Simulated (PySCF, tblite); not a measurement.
Compound: C8H17B.
Geometry (GFN2-xTB, Å), atoms numbered from 1 in this order:
```
atom  x, y, z in Å
C1    -1.9854    1.3493   -0.0164
C2    -1.3071   -0.0204    0.1271
C3    -1.9856   -1.0014   -0.8403
C4    -1.5441   -0.5257    1.5647
B5     0.2705    0.0378   -0.0814
C6     1.2221    1.2711    0.1801
C7     2.5926    0.8313   -0.3606
C8     2.6276   -0.6852   -0.1671
C9     1.2061   -1.1612   -0.5087
H10   -1.5677    2.0620    0.6902
H11   -1.8444    1.7408   -1.0215
H12   -3.0557    1.2690    0.1706
H13   -1.5646   -1.9981   -0.7374
H14   -1.8492   -0.6771   -1.8696
H15   -3.0548   -1.0590   -0.6405
H16   -1.0950   -1.5055    1.7079
H17   -1.1112    0.1595    2.2899
H18   -2.6124   -0.6046    1.7616
H19    1.2962    1.4224    1.2617
H20    0.9132    2.2299   -0.2356
H21    3.4262    1.3283    0.1372
H22    2.6504    1.0622   -1.4264
H23    3.3945   -1.1605   -0.7803
H24    2.8416   -0.9131    0.8795
H25    1.1248   -1.2923   -1.5924
H26    0.9902   -2.1367   -0.0724
```

Jobs on this species (26 atoms, 70 electrons) with PySCF (density fitting) and tblite. Hardware of each: an Arm Neoverse V1 with one thread, no GPU, on a shared host. The host was shared with other jobs, so the times are rough.

| level and settings | work | basis functions | SCF cycles | wall time |
| --- | --- | --- | --- | --- |
| GFN2-xTB | Hessian by finite differences | – | – | ? |
| PBE0/pcSseg-1 | shieldings, ring-centre shieldings, charges and field gradients | 238 | 12 | 54 s |
| GFN2-xTB | L-BFGS relaxation | – | – | 0.78 s |

Q: Fill in the missing figures.

A: 
- GFN2-xTB; Hessian by finite differences: 1.2 s

Q: What do all jobs in the table cost together?

A: About 56 s; the longest takes about 96 % of that, and about 69 times as long as the shortest.
